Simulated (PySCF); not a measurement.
HO4S, SMILES [O]S(=O)(=O)O (connectivity only; charge and spin as stated), charge -1, multiplicity 1. Geometry optimised at PBE-D3(BJ)/def2-SVPD. The multiplicity is an assumed one; other spin states were not compared. The isomer is the one that the SMILES or the coordinates give; other isomers of the formula were not compared. Other conformers were not sampled.

Computed with PBE-D3(BJ)/def2-SVPD (PySCF).

Harmonic wavenumbers (cm⁻¹): 91, 339, 339, 482, 487, 496, 635, 947, 1037, 1172, 1187, 3706. Rotational constants (GHz): 4.960, 4.656, 4.650; symmetry number 1.

Q: Work out the zero-point energy and the ideal-gas rigid-rotor harmonic-oscillator thermochemistry at 298.15 K and 1 atm.

A: ZPE = ½ Σ hcν = ½ × 10919 cm⁻¹ = 65.31 kJ/mol. H − E(el) = 81.66 kJ/mol. Entropy in J/(mol K): translation 165.81, rotation 106.72, vibration 36.84, total 309.36. G − E(el) = -10.57 kJ/mol. Cp = 79.91 J/(mol K). Modes under 150 cm⁻¹ make the vibrational entropy uncertain.
